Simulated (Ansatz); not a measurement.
```csv
atom,x (Å),y (Å),z (Å)
B,-0.0327,-0.0105,0.0363
H,1.2172,0.0195,-0.0448
H,-0.5711,1.0270,-0.0339
H,-0.6064,-1.0033,-0.0276
```

Basis set: 6-31G* (spherical functions). Left uncorrelated: 1 orbital. Charge 0, multiplicity 1.

Computed with Ansatz (development build ahead of 0.2.0); each method stands on the lowest determinant of its kind that the runs found. Restricted open shells among the atoms or ions are ROHF, correlated in semicanonical orbitals with singles.

The atomization energy at this shape (free ground-state atoms in the same class of orbitals less the molecule, no zero-point energy) of singlet BH₃:

```csv
method,atomization energy
RHF-MP2,1067.2 kJ/mol
```

Task: What does RHF give?

Result: 974.3 kJ/mol.
